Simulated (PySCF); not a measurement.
# Spinor energies of Hg (mercury, neutral)

Start: [Xe] 4f14 5d10 6s2. Calculated with PySCF 2.14 in x2c-TZVPall-2c with one added diffuse shell each of s, p, d type (12s12p11d2f, 117 functions): generalised Hartree-Fock with the X2C-1e Hamiltonian and a Gaussian nucleus; spin-orbit coupling (SO) screened by Boettger's factors. This is a chosen level, not necessarily the ground level.

| spinor shell | electrons | ε, screened SO (eV) | weight of nominal j (screened SO) | rms radius, screened SO (bohr) |
| --- | --- | --- | --- | --- |
| 1s1/2 | 2 | -83538.1 | 1.000 | 0.0187 |
| 2s1/2 | 2 | -14955.9 | 1.000 | 0.0755 |
| 2p1/2 | 2 | -14325.2 | 1.000 | 0.0639 |
| 2p3/2 | 4 | -12372.1 | 1.000 | 0.0720 |
| 3s1/2 | 2 | -3618.3 | 1.000 | 0.193 |
| 3p1/2 | 2 | -3335.3 | 1.000 | 0.184 |
| 3p3/2 | 4 | -2896.4 | 1.000 | 0.201 |
| 3d3/2 | 4 | -2433.4 | 1.000 | 0.176 |
| 3d5/2 | 6 | -2339.8 | 1.000 | 0.180 |
| 4s1/2 | 2 | -833.06 | 1.000 | 0.424 |
| 4p1/2 | 2 | -710.61 | 1.000 | 0.429 |
| 4d3/2 | 4 | -402.87 | 1.000 | 0.475 |
| 4d5/2 | 6 | -382.24 | 1.000 | 0.486 |
| 5s1/2 | 2 | -138.79 | 1.000 | 0.970 |
| 4f5/2 | 6 | -121.72 | 1.000 | 0.526 |
| 4f7/2 | 8 | -117.56 | 1.000 | 0.528 |
| 5p1/2 | 2 | -96.315 | 1.000 | 1.05 |
| 5p3/2 | 4 | -77.346 | 1.000 | 1.15 |
| 5d3/2 | 4 | -17.870 | 1.000 | 1.55 |
| 5d5/2 | 6 | -15.715 | 1.000 | 1.63 |
| 6s1/2 | 2 | -8.913 | 1.000 | 3.06 |

Where does 4p3/2 lie, and what is the 4p spin-orbit splitting (screened SO)?

At -603.19 eV, 107.42 eV above 4p1/2.

```csv
quantity,screened SO
E (hartree),-19639.67299
M_J,0
⟨J²⟩,0.000
⟨L²⟩,0.187
⟨S²⟩,0.187
```

Breit and QED terms are absent; they matter most for the inner s and p1/2 levels.

Densities and radii are taken from the X2C orbitals without a picture-change correction, which distorts them close to the nucleus.
